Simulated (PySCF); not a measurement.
**Correlation energy of N²⁺ (nitrogen, charge +2)**

[He] 2s2 3d1, 2D determinant (an excited configuration). Calculation: PySCF 2.14, in x2c-QZVPPall with one added diffuse shell each of s, p, d, f type (8s5p4d3f1g, 73 functions); scalar relativity by spin-free X2C-1e. Frozen: 1s2; 3 electrons correlated.

| level | correlation energy (mhartree) |
| --- | --- |
| CCSD | -93.57 |
| (T) | -1.25 |
| CCSD(T) | -94.82 |

Diagnostics: T1 = 0.0062, D1 = 0.0100, largest double amplitude 0.153.

The outer electron is Rydberg-like, and this basis confines it to a smaller radius and binds it less than a complete one would. A double-excitation amplitude exceeds 0.15, a sign of near-degeneracy.

Cost of the coupled-cluster step: about 25 core-seconds, for 3 correlated electrons.
